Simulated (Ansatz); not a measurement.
Relaxation of CH2BF2 (6 atoms, charge 1, multiplicity 1), to a largest force component of 0.015 eV/Å in at most 40 steps.

These are results of Ansatz 0.2.0, RKS PBE0/cc-pVDZ, not measurements.

```xyz
6
Properties=species:S:1:pos:R:3:forces:R:3
C -0.317 0.746 -0.154 -0.10 0.21 -0.05
B 0.303 -0.710 0.147 0.38 -0.87 0.18
F 1.382 -1.080 -0.458 0.41 0.32 -0.48
F -0.287 -1.492 0.989 -0.59 0.08 0.39
H 0.156 1.441 -0.861 0.07 0.16 -0.12
H -1.236 1.095 0.337 -0.17 0.10 0.08
```

**Question.** Where does it end, and by what steps?

**Answer.** It converged. Limits of this set-up: the dipole of an ion depends on the origin. After 12 steps the energy has fallen by 0.306 eV; H5 moved furthest, 0.85 Å.

```
step  energy less start (eV)  largest force component (eV/Å)  accepted
   0                  0.0000                           0.871       yes
   1                 -0.0292                           0.644       yes
   2                 -0.0296                           0.475       yes
   3                 -0.0426                           0.150       yes
   4                 -0.0442                           0.080       yes
   5                 -0.0455                           0.115       yes
   6                 -0.0571                           0.335       yes
   7                 -0.1016                           0.607       yes
   8                 -0.1918                           0.502       yes
   9                 -0.2809                           0.323       yes
  10                 -0.3025                           0.467       yes
  11                 -0.3062                           0.022       yes
  12                 -0.3062                           0.002       yes
```

```xyz
6
Properties=species:S:1:pos:R:3
C -0.304 0.714 -0.147
B 0.311 -0.730 0.150
F 0.863 -1.330 -0.859
F 0.195 -1.156 1.372
H 0.286 1.644 -0.044
H -1.352 0.858 -0.472
```

Whether the end is a true minimum wasn't checked by a vibrational analysis.

Time of the run: 21 s on 1 thread of Arm Neoverse V2, on a shared host, peak memory 0.13 GiB.
